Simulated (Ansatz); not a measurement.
A structure relaxed at r2SCAN-D4/def2-SVPD in Ansatz, charge -1, doublet:

Cartesian coordinates in Å:
```
Sn -0.4657 -0.9601 0.9957
Sn 0.8695 1.0593 -0.5018
O 0.6604 -1.0011 -0.7609
O -1.0643 0.9019 0.2671
```

Give its formula and point group.

Sn₂O₂⁻. Point group C2v (tolerance 0.1 Å).

Summarise the bond lengths by kind (pairs closer than 1.2 times the sum of covalent radii, bridged metal pairs left out).

4 × O–Sn 2.09 Å.

In the def2 sets Sn takes a core potential; there is no spin–orbit coupling. The highest occupied level of the charge -1 doublet lies above zero (up to 1.05 eV). It is a level of α spin, whose loss leaves a singlet; that state wasn't run at this geometry and level. The electron is either unbound and held by the finite basis, or the level is raised by self-interaction error. The relaxation made no stability test and no search for a lower SCF solution. Another isomer (doublet) lies 0.29 eV lower at PBE0-D4/def2-TZVPD; other spin states weren't run for this one.
